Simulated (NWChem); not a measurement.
System: InHSeCl2; SMILES [Cl][In]([Cl])[SeH]

The following NWChem deck was run.

```
start job
memory heap 200 mb stack 900 mb global 1100 mb
geometry units angstroms noautoz
  In    -0.007983    -0.381830     0.000000
  Cl     1.891344    -1.737916     0.000000
  Cl    -2.069862    -1.484537     0.000000
  Se     0.130383     2.102477     0.000000
  H     -1.340528     2.190113     0.000000
end
basis spherical
  In library def2-svp
  Cl library def2-svp
  Se library def2-svp
  H library def2-svp
end
ecp
  In library def2-ecp
end
dft
  xc b3lyp
  iterations 150
  mulliken
end
task dft energy
```

The geometry was optimised at PBE0/def2-SVP. def2 effective core potentials on In; no spin-orbit coupling.

Q: Predict the main results of this run. (B3LYP/def2-SVP with def2 effective core potentials on In.) Quantities: basis functions; energy (Ha); highest occupied level (eV); orbital gap (eV); dipole (D).

A: 
- number of basis functions = 99
- energy (Ha) = -3512.37
- highest occupied level (eV) = -7.51
- orbital gap (eV) = 4.76
- dipole (D) = 2.10
